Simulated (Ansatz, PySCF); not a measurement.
CH₆Cl₂OSi₂, SMILES [SiH2](O)[Si](Cl)(C)Cl. Atoms are numbered in the order given.

```xyz
12

C      1.6735    -1.2153    -0.8444
Si     0.4370    -0.0312    -0.1182
Cl     1.2710     1.8661    -0.0651
Cl     0.0567    -0.6443     1.8472
Si    -1.7119    -0.0025    -1.0423
O     -2.4264    -1.4323    -0.5532
H      1.2476    -2.2300    -0.8715
H      2.5904    -1.2315    -0.2360
H      1.9350    -0.9126    -1.8699
H     -2.4241     1.2155    -0.5458
H     -1.7044    -0.0057    -2.5311
H     -2.3024    -1.6378     0.3807
```
Charge 0, spin multiplicity 1.

The structure is a stationary point at PBE0-D3(BJ)/def2-SVP. The structure was generated by enumeration, and PubChem lists no compound with its InChIKey, so it may never have been made. Other conformers were not sampled.

Two levels are set side by side: PBE-D3(BJ)/def2-SVP (Ansatz, a quantum-chemistry and plane-wave program) and PBE0-D3(BJ)/def2-SVP (Ansatz). Each level has its own optimised geometry; the coordinates shown are those of the second. Frequencies come from the Hessian of PySCF at each geometry. Differences are taken from unrounded values.

```json
[
 {"quantity": "mean bond length (Å)", "PBE0-D3(BJ)": "1.572", "PBE-D3(BJ)": "1.584", "PBE-D3(BJ) minus PBE0-D3(BJ)": "0.012"},
 {"quantity": "bond C1–Si2 (Å)", "PBE0-D3(BJ)": "1.860", "PBE-D3(BJ)": "1.873", "PBE-D3(BJ) minus PBE0-D3(BJ)": "0.013"},
 {"quantity": "bond Si2–Cl3 (Å)", "PBE0-D3(BJ)": "2.073", "PBE-D3(BJ)": "2.088", "PBE-D3(BJ) minus PBE0-D3(BJ)": "0.015"},
 {"quantity": "bond Si2–Cl4 (Å)", "PBE0-D3(BJ)": "2.094", "PBE-D3(BJ)": "2.114", "PBE-D3(BJ) minus PBE0-D3(BJ)": "0.020"},
 {"quantity": "bond Si2–Si5 (Å)", "PBE0-D3(BJ)": "2.339", "PBE-D3(BJ)": "2.349", "PBE-D3(BJ) minus PBE0-D3(BJ)": "0.010"},
 {"quantity": "bond Si5–O6 (Å)", "PBE0-D3(BJ)": "1.672", "PBE-D3(BJ)": "1.689", "PBE-D3(BJ) minus PBE0-D3(BJ)": "0.017"},
 {"quantity": "bond C1–H7 (Å)", "PBE0-D3(BJ)": "1.101", "PBE-D3(BJ)": "1.109", "PBE-D3(BJ) minus PBE0-D3(BJ)": "0.008"},
 {"quantity": "bond C1–H8 (Å)", "PBE0-D3(BJ)": "1.100", "PBE-D3(BJ)": "1.108", "PBE-D3(BJ) minus PBE0-D3(BJ)": "0.008"},
 {"quantity": "bond C1–H9 (Å)", "PBE0-D3(BJ)": "1.101", "PBE-D3(BJ)": "1.109", "PBE-D3(BJ) minus PBE0-D3(BJ)": "0.008"},
 {"quantity": "bond Si5–H10 (Å)", "PBE0-D3(BJ)": "1.496", "PBE-D3(BJ)": "1.508", "PBE-D3(BJ) minus PBE0-D3(BJ)": "0.012"},
 {"quantity": "bond Si5–H11 (Å)", "PBE0-D3(BJ)": "1.489", "PBE-D3(BJ)": "1.500", "PBE-D3(BJ) minus PBE0-D3(BJ)": "0.011"},
 {"quantity": "bond O6–H12 (Å)", "PBE0-D3(BJ)": "0.964", "PBE-D3(BJ)": "0.977", "PBE-D3(BJ) minus PBE0-D3(BJ)": "0.013"},
 {"quantity": "highest harmonic wavenumber (cm⁻¹)", "PBE0-D3(BJ)": "3892", "PBE-D3(BJ)": "3703", "PBE-D3(BJ) minus PBE0-D3(BJ)": "-189"},
 {"quantity": "mean harmonic wavenumber (cm⁻¹)", "PBE0-D3(BJ)": "1067", "PBE-D3(BJ)": "1032", "PBE-D3(BJ) minus PBE0-D3(BJ)": "-34"},
 {"quantity": "zero-point energy (kcal/mol)", "PBE0-D3(BJ)": "45.74", "PBE-D3(BJ)": "44.27", "PBE-D3(BJ) minus PBE0-D3(BJ)": "-1.47"}
]
```

Exact exchange shortens and stiffens bonds; PBE has none. Differences between two approximate levels are no errors against the true value.
